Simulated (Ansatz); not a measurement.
Basis-set extrapolation for `B[Si](O)(F)F` (PBE0-D4/def2-TZVP geometry, frozen core, Ansatz 0.2.0). Multiplicity 1, RHF reference.

```tsv
	def2-TZVPP	def2-QZVPP
HF	-589.423903	-589.448123
MP2 correlation	-0.944923	-1.029923
CCSD(T) correlation	-0.997952	not run
```

Energies in hartree. Use E(X) = E(∞) + A·exp(−7.88·√X) for Hartree–Fock and E(X) = E(∞) + B·X^(−2.97) for correlation, with X = 3 and 4, and add CCSD(T) minus MP2 of the smaller set to the MP2 limit.

**Question.** What is the CCSD(T) energy at the basis-set limit?

**Answer.** HF limit: -589.448123 + (-0.024220) × 0.13774 = -589.45146. MP2 limit: -1.029923 + (-0.085000) × 0.74074 = -1.09289. Higher-order term: -0.997952 − (-0.944923) = -0.05303. Total: -590.59738 hartree, 4.78 eV below CCSD(T)/def2-TZVPP.
